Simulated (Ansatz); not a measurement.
Reaction (cleavage of the In–Ge bond): `[F][GeH2][InH2]` + `[SiH3]N[SiH3]` → `[SiH3][N]([SiH3])[InH2]` + `[F][GeH3]`

Calculated with Ansatz (gas phase, PBE0-D4/def2-TZVP geometries, no zero-point term in ΔE). CCSD(T)/CBS adds triple-zeta CCSD(T) − MP2 to the extrapolated MP2 energy (def2 sets, frozen cores). This one scheme is used for every species. Functionals use def2-TZVPP. HSE06 is defined as in plane-wave codes. Elements past krypton have def2 core potentials. For Ge, In outer-core shells are correlated without core-valence functions, which leaves a few kJ/mol of doubt a bond. Scalar relativity is left out up to krypton.

CCSD(T)/CBS gives -4.1 kJ/mol.

(1) Another level gave +9.2 kJ/mol. Which?
A. revPBE/def2-TZVPP
B. HSE06-D4/def2-TZVPP
C. B97M-V/def2-TZVPP
D. ωB97M-V/def2-TZVPP

(2) What do rigid-rotor, harmonic-oscillator terms from PBE0-D4/def2-TZVP frequencies (298.15 K, 1 bar) make of the CCSD(T)/CBS value? (An estimate is asked.)

Largest T1 diagnostic among the species: 0.015.

Answers

(1) D. ωB97M-V 9.2, revPBE 23.7, B97M-V 0.6, HSE06-D4 14.8 kJ/mol.

(2) Ansatz gave: ΔZPE = -5.5 kJ/mol, ΔH = -10.7 kJ/mol, ΔS = -33 J/(mol·K), ΔG = -1.0 kJ/mol. Modes under 50 cm⁻¹ make the entropy rough.

In def2-TZVPP, CCSD(T) changes the Hartree–Fock value by −21.0 kJ/mol (the triples alone add −5.2 kJ/mol) and MP2 by −26.7 kJ/mol. The D4 term adds −10.2 kJ/mol with B3LYP and −5.5 kJ/mol with PBE0; it sums over pairs of atoms, weighted by their polarisabilities, and B3LYP, whose exchange is more repulsive, gets the larger term.

B3LYP here is the variant with VWN-RPA as its local correlation; programs differ in this.
